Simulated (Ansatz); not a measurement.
Geometry optimisation, RKS PBE/def2-SVP in Ansatz.

Input file:

```yaml
crystal:
  periodic: [false, false, false]
  atoms:
    - { symbol: W, position_ang: [0.0, 0.0, 0.0] }
    - { symbol: O, position_ang: [0.0, 0.0, 1.94] }
    - { symbol: H, position_ang: [-0.9095, -0.2814, 2.2771] }
    - { symbol: H, position_ang: [1.72, 0.0, 0.0] }
    - { symbol: F, position_ang: [0.0, 1.85, 0.0] }
    - { symbol: F, position_ang: [-1.85, 0.0, 0.0] }
    - { symbol: F, position_ang: [0.0, -1.85, 0.0] }
    - { symbol: H, position_ang: [0.0, 0.0, -1.72] }
basis:
  gaussian: { orbitals: def2-SVP }
hamiltonian:
  xc: pbe
relax:
  f_tol: 0.02
  max_steps: 40
```

Run as:

```bash
$ ansatz run input.yaml --threads 2 --pin off --max-ram 3072MiB --backend cpu --events-out ev --progress --plain --runs-dir out
```

Where does it end, and by what steps?

It converged. After 30 steps the energy has fallen by 2.064 eV; F6 moved furthest, 1.35 Å.

```csv
step,energy less start (eV),largest force component (eV/Å),accepted
0,0.0000,2.284,yes
2,-0.8443,1.490,yes
4,-1.4466,0.461,yes
6,-1.6505,0.550,yes
8,-1.6483,1.763,no
10,-1.7422,0.292,yes
12,-1.7600,0.445,yes
14,-1.8053,0.340,yes
16,-1.8813,0.972,yes
18,-2.0014,0.643,yes
20,-2.0200,0.238,yes
22,-2.0299,0.372,yes
24,-2.0396,0.648,yes
26,-2.0627,0.091,yes
28,-2.0634,0.068,no
30,-2.0645,0.009,yes
```

```xyz
8
Properties=species:S:1:pos:R:3
W -0.276 0.133 0.094
O 0.370 -0.222 1.809
H 0.129 -0.820 2.541
H 1.311 0.571 -0.318
F -0.325 2.015 0.322
F -1.546 0.447 -1.240
F -1.188 -1.538 0.331
H 0.485 -0.868 -1.042
```

Time of the run: 36 s on 2 threads of AMD EPYC 9R45 96-Core Processor (Zen 5) (shared host), peak memory 0.16 GiB.
